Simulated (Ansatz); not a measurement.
Basis-set extrapolation for Cl$_{4}$H$_{2}$Si$_{2}$ (`Cl[SiH](Cl)[SiH](Cl)Cl`) (PBE0-D4/def2-TZVP geometry, frozen core, the Gaussian-basis code of Ansatz). Multiplicity 1, RHF reference.

|  | def2-TZVPP | def2-QZVPP |
| --- | --- | --- |
| HF | -2417.318914 | -2417.387668 |
| MP2 correlation | -0.982953 | -1.082259 |
| CCSD(T) correlation | -1.109264 | not run |

Energies in hartree. Use E(X) = E(∞) + A·exp(−7.88·√X) for Hartree–Fock and E(X) = E(∞) + B·X^(−2.97) for correlation, with X = 3 and 4, and add CCSD(T) minus MP2 of the smaller set to the MP2 limit.

Task: What is the CCSD(T) energy at the basis-set limit?

Result: HF limit: -2417.387668 + (-0.068754) × 0.13774 = -2417.39714. MP2 limit: -1.082259 + (-0.099306) × 0.74074 = -1.15582. Higher-order term: -1.109264 − (-0.982953) = -0.12631. Total: -2418.67927 hartree, 157.6 kcal/mol below CCSD(T)/def2-TZVPP.
